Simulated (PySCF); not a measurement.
Isomers of C7H10S.

All values: PBE0/def2-SVPD (PySCF) at GFN2-xTB geometries, gas phase, one conformer each. Core orbitals are frozen in the response; Δα² is half the sum of the squared differences of the principal polarisabilities.

Question: Rank by HOMO energy, highest first.
A. `[CH3:1][CH:2]([CH3:3])[c:4]1[cH:5][cH:6][cH:7][s:8]1` with C1–C2–C4–C5 118°
B. `[CH3:1]/[CH:2]=[CH:3]/[CH:4]=[CH:5]\[C:6]([CH3:7])=[S:8]` with C2–C3–C4–C5 -178°, C4–C5–C6–C7 -179°
C. `[CH3:1][C:2](=[S:3])[C@H:4]1[CH:5]=[C:6]([CH3:7])[CH2:8]1` with C1–C2–C4–C5 -27°

Answer: B (-5.96 eV), C (-6.13 eV), A (-6.56 eV).

Question: Rank by mean static polarisability, highest first.
A. `[CH3:1][CH:2]([CH3:3])[c:4]1[cH:5][cH:6][cH:7][s:8]1` with C1–C2–C4–C5 118°
B. `[CH3:1][C:2](=[S:3])[C@H:4]1[CH:5]=[C:6]([CH3:7])[CH2:8]1` with C1–C2–C4–C5 -27°
C. `[CH2:1]=[CH:2]/[CH:3]=[C:4](/[CH3:5])[C:6]([CH3:7])=[S:8]` with C1–C2–C3–C4 -179°, C3–C4–C6–C7 179°
D. `[CH3:1]/[CH:2]=[CH:3]/[CH:4]=[CH:5]\[C:6]([CH3:7])=[S:8]` with C2–C3–C4–C5 -178°, C4–C5–C6–C7 -179°

Answer: D (18.51 Å³), C (17.82 Å³), B (15.43 Å³), A (14.51 Å³).

Question: Rank by HOMO–LUMO gap, highest first.
A. `[CH3:1]/[CH:2]=[CH:3]/[CH:4]=[CH:5]\[C:6]([CH3:7])=[S:8]` with C2–C3–C4–C5 -178°, C4–C5–C6–C7 -179°
B. `[CH3:1][CH:2]([CH3:3])[c:4]1[cH:5][cH:6][cH:7][s:8]1` with C1–C2–C4–C5 118°
C. `[CH3:1][C:2](=[S:3])[C@H:4]1[CH:5]=[C:6]([CH3:7])[CH2:8]1` with C1–C2–C4–C5 -27°

Answer: B (6.28 eV), C (4.30 eV), A (3.32 eV).

All values together:

```
              SMILES  μ (D)  HOMO (eV)  LUMO (eV)  α (Å³)  Δα (Å³)
CC(=S)[C@H]1C=C(C)C1   3.94      -6.13      -1.83   15.43     7.89
    C/C=C/C=C\C(C)=S   3.29      -5.96      -2.64   18.51    15.53
   C=C/C=C(/C)C(C)=S   3.09      -6.03      -2.77   17.82    13.17
        CC(C)c1cccs1   0.79      -6.56      -0.28   14.51     5.49
```

Conformers: `[CH3:1][C:2](=[S:3])[C@H:4]1[CH:5]=[C:6]([CH3:7])[CH2:8]1` with C1–C2–C4–C5 -27°; `[CH3:1]/[CH:2]=[CH:3]/[CH:4]=[CH:5]\[C:6]([CH3:7])=[S:8]` with C2–C3–C4–C5 -178°, C4–C5–C6–C7 -179°; `[CH2:1]=[CH:2]/[CH:3]=[C:4](/[CH3:5])[C:6]([CH3:7])=[S:8]` with C1–C2–C3–C4 -179°, C3–C4–C6–C7 179°; `[CH3:1][CH:2]([CH3:3])[c:4]1[cH:5][cH:6][cH:7][s:8]1` with C1–C2–C4–C5 118°.
